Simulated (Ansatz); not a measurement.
C4H10Si can be A, `C=C([SiH3])CC`, or B, `C[SiH2]C1CC1`.

Gas-phase electronic energies from Ansatz, PBE0-D4/def2-TZVP geometries. CBS: MP2 limit from def2 TZ/QZ plus the TZ coupled-cluster correction, frozen cores. DFT in def2-TZVPP. B3LYP here is the variant with VWN-RPA as its local correlation; programs differ in this. Each species was taken in one conformer, which may not be the lowest.

A:

```xyz
15

C     1.600    0.637   -0.933
C     0.673    0.057   -0.172
Si    0.794    0.234    1.687
C    -0.451   -0.741   -0.772
C    -1.830   -0.165   -0.469
H     1.575    0.554   -2.019
H     2.419    1.212   -0.513
H     0.741   -1.106    2.335
H     2.076    0.902    2.031
H    -0.328    1.038    2.246
H    -0.307   -0.805   -1.856
H    -0.404   -1.768   -0.391
H    -1.916    0.857   -0.844
H    -2.613   -0.767   -0.935
H    -2.028   -0.140    0.606
```

B:

```xyz
15

C     0.088    1.099   -2.093
Si    0.486   -0.370   -1.004
C    -0.593   -0.433    0.503
C    -0.097   -1.098    1.762
C    -0.225    0.386    1.717
H     0.750    1.135   -2.961
H    -0.941    1.045   -2.456
H     0.203    2.033   -1.538
H     1.898   -0.285   -0.526
H     0.346   -1.626   -1.797
H    -1.660   -0.531    0.325
H     0.900   -1.523    1.757
H    -0.814   -1.654    2.353
H    -1.029    0.847    2.277
H     0.686    0.974    1.680
```

Which isomer does CCSD(T)/CBS put lower? Give the gap. (Best estimate.)

Computed: B, by 3.9 kcal/mol.

Give E(B) − E(A) in kcal/mol with PBE-D4, CCSD/def2-TZVPP, ωB97M-V, B3LYP, B2PLYP, CCSD(T)/def2-TZVPP, r2SCAN-D4. (Best estimate.)

Ansatz gave: PBE-D4 -6.1, CCSD/def2-TZVPP -4.1, ωB97M-V -6.1, B3LYP -3.1, B2PLYP -3.8, CCSD(T)/def2-TZVPP -3.7, r2SCAN-D4 -6.8. None reverses the order clearly.

Largest T1 diagnostic: 0.011.

In def2-TZVPP, CCSD(T) changes the Hartree–Fock value by −2.2 kcal/mol (the triples alone add +0.4 kcal/mol) and MP2 by −5.1 kcal/mol. The D4 term adds +0.8 kcal/mol with B3LYP and +0.5 kcal/mol with PBE0; it sums over pairs of atoms, weighted by their polarisabilities, and B3LYP, whose exchange is more repulsive, gets the larger term.
